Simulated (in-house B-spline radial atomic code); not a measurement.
# Ionising Yb³⁺ with different functionals

Computed with a B-spline radial code for spherical atoms: four-component Dirac-Coulomb Hamiltonian, Fermi nucleus of rms radius 5.3108 fm, spin-restricted, spherical fractional occupations for the functionals, and exact exchange of hybrids averaged over the configuration. The ionisation energy is the difference of two self-consistent energies, [Xe] 4f13 → [Xe] 4f12, without Breit or QED terms; ε is the level of the shell that loses the electron (mean over j). The electron is taken from both j subshells in proportion to 2j + 1, so the result is a j average, not the step between ground levels.

```
   method                    rung  ΔSCF (eV)  -ε(4f) (eV)
BHandHLYP           global hybrid          ?            ?
CAM-B3LYP  range-separated hybrid      45.53        40.56
    wB97X  range-separated hybrid      45.37        41.35
    HSE06  range-separated hybrid          ?            ?
```

**Question.** What does BHandHLYP give?

**Answer.** ΔSCF 44.40 eV, and -ε(4f) = 42.44 eV.

**Question.** What does HSE06 give?

**Answer.** ΔSCF 45.36 eV, and -ε(4f) = 38.75 eV.

**Question.** Among the functionals, which spreads more, the ΔSCF values or the orbital energies?

**Answer.** The orbital energies: ΔSCF values span about 1.13 eV and the orbital energies 3.69 eV.

**Question.** How do they compare with the NIST value?

**Answer.** NIST lists 43.61 eV ± 0.04 (semi-empirical, ground level to ground level). Errors run from +0.79 to +1.92 eV; BHandHLYP is closest (+0.79 eV), but part of that can be cancellation, since the calculations leave out Breit-QED terms, spin polarisation, the choice among j levels, multiplet and fine-structure energies.
